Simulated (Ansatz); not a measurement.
Cd₆Te₆H₁₈. The state is a triplet with charge 0. Geometry PBE-D4/def2-SVP, that of the neutral singlet; atoms count from 1.

Cartesian coordinates in Å:
```
Te 0.410 -1.897 3.567
Cd -0.514 0.826 3.501
Cd 3.388 1.034 -0.287
Te 1.046 2.138 0.956
Te -3.167 0.315 2.515
Cd -0.236 3.279 -1.346
Cd 0.577 -3.409 1.126
Te 1.943 -1.345 -0.998
Te -2.217 -3.370 0.443
Cd -3.525 -0.863 -0.084
Cd 0.731 -0.461 -3.447
Te -1.430 0.748 -1.992
H 3.598 -0.366 2.327
H 2.050 -1.559 3.716
H -0.005 2.122 4.497
H 4.325 -0.128 2.230
H 4.978 1.574 -0.519
H 1.746 3.543 1.555
H -3.539 1.897 2.084
H -2.546 3.409 0.511
H -2.573 4.117 0.206
H -0.267 4.821 -2.048
H 1.729 -4.608 0.723
H 3.225 -2.199 -1.669
H -2.048 -3.860 -1.155
H -0.929 -2.889 -3.037
H -4.790 -0.563 -1.198
H 1.133 -0.590 -5.088
H -0.747 -2.965 -3.783
H -2.344 1.250 -3.310
```

In the def2 sets Cd, Te take a core potential; there is no spin–orbit coupling. Single mean-field runs in def2-TZVP are fitted with def2-universal-jkfit. In the triplet geometry the species has come apart into loosely held pieces. At PBE0-D4/def2-TZVP a singlet of charge 0 lies 3.83 eV below the triplet at the same geometry.

Question: Estimate the Mulliken populations of the heavy atoms from the PBE0/def2-TZVP orbitals of Ansatz.

Answer: 
```csv
atom,charge (e),spin (α − β),d electrons
Te1,-0.32,0.14,–
Cd2,0.41,0.02,9.98
Cd3,0.41,0.03,9.97
Te4,-0.38,0.35,–
Te5,-0.33,0.12,–
Cd6,0.41,0.04,9.97
Cd7,0.41,0.03,9.98
Te8,-0.43,0.16,–
Te9,-0.28,0.27,–
Cd10,0.41,0.03,9.98
Cd11,0.41,0.02,9.97
Te12,-0.42,0.18,–
```
Mulliken values depend strongly on the basis.

Question: Where does the spin sit?

Answer: Summed by element: Te 1.22, Cd 0.17, H 0.61, of 2 unpaired in all. Largest on single atoms: Te4 0.35, Te9 0.27, H18 0.18.

Question: And the Mayer bond orders between heavy atoms (over 0.3)?

Answer: Te1–Cd2 0.55 (2.88 Å); Te1–Cd7 0.49 (2.88 Å); Cd2–Te5 0.55 (2.88 Å); Cd3–Te4 0.50 (2.87 Å); Cd3–Te8 0.54 (2.87 Å); Te4–Cd6 0.50 (2.87 Å); Te5–Cd10 0.50 (2.88 Å); Cd6–Te12 0.53 (2.87 Å); Cd7–Te9 0.49 (2.88 Å); Te8–Cd11 0.53 (2.87 Å); Te9–Cd10 0.49 (2.88 Å); Cd11–Te12 0.53 (2.87 Å).
